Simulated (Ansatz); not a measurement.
`CC[SiH]([AlH2])S`. The species carries charge 0 and has multiplicity 1. The geometry is a stationary point of PBE0-D4/def2-TZVP. It is one conformer, not always the lowest.

```xyz
14

C     2.106   -0.156   -1.011
C     1.061    0.696   -0.293
Si   -0.637   -0.114   -0.317
Al   -1.722   -1.141    1.555
S    -1.979    1.270    0.927
H     3.088    0.322   -0.989
H     1.843   -0.315   -2.060
H     2.209   -1.140   -0.545
H     0.987    1.687   -0.753
H     1.350    0.853    0.751
H    -1.218   -0.010   -1.688
H    -0.890   -1.158    2.905
H    -3.126   -1.846    1.339
H    -3.072    1.052    0.178
```

Problem. What is the dipole moment at B3LYP/def2-TZVPP? (Estimate.)

Solution. Computed: 2.03 D, with components (0.95, 0.79, -1.61) D in this frame, pointing from negative to positive charge.

Problem. And with PBE, r2SCAN, ωB97M-V? (Best estimate.)

Solution. Ansatz gave: PBE 2.08 D, r2SCAN 2.13 D, ωB97M-V 1.98 D.

Problem. Give the Mulliken charges with B3LYP, ωB97M-V, r2SCAN in def2-TZVPP. (An estimate is asked.)

Solution. The calculation gave: 
| atom | B3LYP | ωB97M-V | r2SCAN |
| --- | --- | --- | --- |
| C1 | -0.27 | -0.33 | -0.14 |
| C2 | -0.19 | -0.27 | -0.13 |
| Si3 | 0.16 | 0.09 | 0.11 |
| Al4 | 0.32 | 0.26 | 0.40 |
| S5 | -0.23 | -0.20 | -0.21 |
| H6 | 0.09 | 0.11 | 0.05 |
| H7 | 0.09 | 0.11 | 0.05 |
| H8 | 0.09 | 0.11 | 0.06 |
| H9 | 0.09 | 0.11 | 0.05 |
| H10 | 0.09 | 0.11 | 0.05 |
| H11 | -0.06 | -0.01 | -0.08 |
| H12 | -0.15 | -0.12 | -0.18 |
| H13 | -0.15 | -0.12 | -0.17 |
| H14 | 0.14 | 0.15 | 0.14 |

B3LYP here is the variant with VWN-RPA as its local correlation; programs differ in this.
